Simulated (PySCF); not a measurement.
1-fluoro-3-methylidenecyclobutane (C5H7F), SMILES C=C1CC(F)C1. Atoms are numbered in the order given.

```xyz
13

C     -2.4038    -0.0074     0.0000
C     -1.0761    -0.0921     0.0000
C     -0.0159    -0.0584     1.0889
C      0.9744     0.4104     0.0000
F      2.2085    -0.1942     0.0000
C     -0.0159    -0.0584    -1.0889
H     -2.9706     0.0283     0.9349
H     -2.9706     0.0283    -0.9349
H     -0.1796     0.5835     1.9676
H      0.2624    -1.0721     1.4248
H      1.1232     1.5028     0.0000
H      0.2624    -1.0721    -1.4248
H     -0.1796     0.5835    -1.9676
```

Geometry optimised at B3LYP-D3(BJ)/def2-SVP.

Calculation: PBE/pcSseg-1 in PySCF.

GIAO shieldings, no solvent; atoms alike by connectivity are averaged. δ = σ(ref) − σ: ¹³C against TMS (σ = 182.0 ppm); ¹⁹F against CFCl3 (σ = 133.6 ppm); ¹H against TMS (σ = 31.49 ppm), references at their B3LYP-D3(BJ)/def2-TZVP geometries, non-relativistic.

Computed chemical shifts:
| nucleus | atoms | count | δ (ppm) |
|---|---|---|---|
| ¹³C | C2 | 1 | 147.5 |
| ¹³C | C1 | 1 | 115.9 |
| ¹³C | C4 | 1 | 89.3 |
| ¹³C | C3, C6 | 2 | 48.6 |
| ¹⁹F | F5 | 1 | -207.9 |
| ¹H | H7, H8 | 2 | 5.58 |
| ¹H | H11 | 1 | 5.18 |
| ¹H | H9, H10, H12, H13 | 4 | 3.22 |
